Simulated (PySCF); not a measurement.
From one molecule to another.

First species: C6H8S2.
Structure used (PBE0-D3(BJ)/def2-SVP), in Å, numbered top down from 1:
```xyz
16
C6H8S2 angstrom
C      2.346    1.730   -0.372
C      1.467    1.020    0.066
C      0.415    0.144    0.575
C     -0.945    0.526   -0.040
C     -2.131   -0.264    0.494
S     -2.040   -2.035    0.093
S     -0.322   -2.480    1.162
C      0.809   -1.323    0.342
H      3.125    2.363   -0.754
H      0.350    0.291    1.669
H     -1.117    1.598    0.152
H     -0.887    0.404   -1.134
H     -3.065    0.091    0.029
H     -2.236   -0.158    1.586
H      0.854   -1.553   -0.734
H      1.801   -1.519    0.776
```

Second species: C4H6S2Si.
SMILES: `S(c1ccsc1)[SiH3]`

Levels: CAM-B3LYP/def2-SVPD for HOMO energy, LUMO energy, HOMO–LUMO gap and static isotropic polarisability; TDDFT CAM-B3LYP/def2-SVPD for lowest singlet excitation. Geometries: PBE0-D3(BJ)/def2-SVP. Each species is one conformer at its optimised geometry, gas phase, non-relativistic unless stated. Electronic properties by PySCF.

The conformers computed, where there is a choice (atom-mapped SMILES and torsion angles):
- `[SiH3:1][S:2][c:3]1[cH:4][cH:5][s:6][cH:7]1`: Si1–S2–C3–C4 -178°

The conformers of `C#C[C@H]1CCSSC1` aren't listed.

**Question.** Which has the higher HOMO energy?

**Answer.** The second: -7.60 eV against -7.78 eV, a difference of 0.18 eV.

**Question.** Which of the two has the higher S1 energy, and by how much?

**Answer.** The second: 5.18 eV against 4.21 eV, a difference of 0.97 eV.

**Question.** Which has the higher LUMO energy?

**Answer.** The second: 0.38 eV against 0.24 eV, a difference of 0.14 eV.

**Question.** Which of the two has the higher static isotropic polarisability, and by how much?

**Answer.** The second: 112.3 au against 107.6 au, a difference of 4.7 au.

On the first: The polarisability is 15.94 Å³ as a volume (1 au = 0.148185 Å³), or 1.42 au for each of the 76 electrons. The 6 singlets span 4.21 to 6.50 eV, and their oscillator strengths add up to 0.04.

On the second: The principal polarisabilities are 76.5, 112.2 and 148.3 au; their mean is the isotropic value. The 10 singlets span 5.18 to 6.88 eV, and their oscillator strengths add up to 0.53.
